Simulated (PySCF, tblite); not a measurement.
Isomers of C7H13OP, one GFN2-xTB conformer each. Single-point energies are computed at PBE0/pcSseg-1 (PySCF, gas phase, no added dispersion term), electronic only.

**Question.** Rank them by PBE0/pcSseg-1 energy, lowest first (kcal/mol).
A. `[CH3:1][C:2]1=[C:3]([CH:4]([CH3:5])[CH3:6])[P@:7]1([CH3:8])=[O:9]` with C2–C3–C4–C5 -120°
B. `[CH3:1][CH2:2][CH2:3][P@@:4]1(=[O:5])[CH:6]=[C:7]1[CH2:8][CH3:9]` with C1–C2–C3–P4 60°, C2–C3–P4–O5 51°, C6–C7–C8–C9 0°
C. `[CH3:1][CH2:2][C:3]1=[C:4]([CH3:5])[CH2:6][CH2:7][P@@H:8]1=[O:9]` with C1–C2–C3–C4 -123°, C3–C4–C6–C7 19°, C4–C6–C7–P8 -27°, C6–C7–P8–O9 149°, C2–C3–P8–C7 167°
D. `CC1=C[P@]1(=O)C(C)(C)C`
E. `[CH2:1]=[CH:2][C@@H:3]1[CH2:4][CH2:5][CH2:6][P@:7]1([CH3:8])=[O:9]` with C1–C2–C3–C4 -127°, C2–C3–C4–C5 -162°, C3–C4–C5–C6 53°, C4–C5–C6–P7 -35°, C5–C6–P7–C8 -101°

**Answer.** E (0.0), C (0.7), A (27.6), D (34.5), B (36.3).

As drawn, the highest has a three-membered ring, which the lowest lacks. Neighbours under 2.5 kcal/mol apart (C=C[C@@H]1CCC[P@]1(C)=O and CCC1=C(C)CC[P@@H]1=O; CC1=C[P@]1(=O)C(C)(C)C and CCC[P@@]1(=O)C=C1CC) can change places with a better method, another conformer or zero-point energy. GFN2-xTB itself gives, in the same order: 8.5, 0.0, 51.5, 54.2, 57.3. GFN2-xTB puts CCC1=C(C)CC[P@@H]1=O lowest instead; measured from each level's own lowest isomer, the values differ by up to 23.9 kcal/mol (CC1=C(C(C)C)[P@]1(C)=O: 51.5 against 27.6).

**Question.** Which frontier levels, dipoles and rotational constants go with these structures?

**Answer.** 
| SMILES | HOMO (eV, PBE0/pcSseg-1) | LUMO (eV) | dipole (D) | A, B, C (MHz) |
| --- | --- | --- | --- | --- |
| C=C[C@@H]1CCC[P@]1(C)=O | -7.09 | 0.24 | 4.08 | 1753, 1280, 956.5 |
| CCC1=C(C)CC[P@@H]1=O | -7.24 | -0.21 | 4.68 | 1595, 1437, 834.9 |
| CC1=C(C(C)C)[P@]1(C)=O | -6.81 | -0.01 | 4.41 | 1604, 1010, 876.6 |
| CC1=C[P@]1(=O)C(C)(C)C | -7.02 | -0.33 | 4.18 | 2032, 1088, 953.4 |
| CCC[P@@]1(=O)C=C1CC | -7.01 | -0.29 | 4.18 | 2200, 854.2, 731.8 |

**Question.** What happens when harmonic zero-point energies from GFN2-xTB frequencies are added?

**Answer.** 
```json
{"SMILES": "C=C[C@@H]1CCC[P@]1(C)=O", "ZPE (kcal/mol)": "115.4", "electronic (kcal/mol)": "0.0", "with ZPE (kcal/mol)": "0.0"}
{"SMILES": "CCC1=C(C)CC[P@@H]1=O", "ZPE (kcal/mol)": "115.2", "electronic (kcal/mol)": "0.7", "with ZPE (kcal/mol)": "0.6"}
{"SMILES": "CC1=C(C(C)C)[P@]1(C)=O", "ZPE (kcal/mol)": "114.1", "electronic (kcal/mol)": "27.6", "with ZPE (kcal/mol)": "26.3"}
{"SMILES": "CC1=C[P@]1(=O)C(C)(C)C", "ZPE (kcal/mol)": "114.1", "electronic (kcal/mol)": "34.5", "with ZPE (kcal/mol)": "33.2"}
{"SMILES": "CCC[P@@]1(=O)C=C1CC", "ZPE (kcal/mol)": "114.9", "electronic (kcal/mol)": "36.3", "with ZPE (kcal/mol)": "35.9"}
```

The zero-point energies span 1.3 kcal/mol. The order is unchanged.

**Question.** As an exercise, what shares would exp(−E/RT) give at 2000 K from these electronic energies alone (no entropy, no degeneracies)?

**Answer.** RT = 3.974 kcal/mol: C=C[C@@H]1CCC[P@]1(C)=O 54.5 %, CCC1=C(C)CC[P@@H]1=O 45.4 %, CC1=C(C(C)C)[P@]1(C)=O 0.1 %, CC1=C[P@]1(=O)C(C)(C)C under 0.1 %, CCC[P@@]1(=O)C=C1CC under 0.1 %.
